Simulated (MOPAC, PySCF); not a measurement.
Isomers of C2H5N. Gas-phase values, no solvent. One relaxed conformer stands for each flexible species; it need not be the lowest. Strings in code marks are SMILES.

Quantity: electronic energy of isomers of C2H5N relative to `[H]/N=C\C`, in kcal/mol. Semi-empirical values (MOPAC) are differences of heats of formation.

Level 1: ωB97X-D3(BJ)/def2-TZVP // PBE0-D3(BJ)/def2-TZVP (PySCF)
Level 2: M06-2X/6-31G* // PBE0-D3(BJ)/def2-TZVP (PySCF)
Level 3: PBE/6-31G* // PBE0-D3(BJ)/def2-TZVP (PySCF)
Level 4: AM1 // PBE0-D3(BJ)/def2-TZVP (MOPAC)

```
species  level 2  level 3  level 4
-------  -------  -------  -------
`C=NC`      6.06     6.32     9.60
`C=CN`      5.15     5.24     2.06
```

**Question.** What does level 1 give for each?

**Answer.** 
- `C=NC`: 8.81
- `C=CN`: 3.01
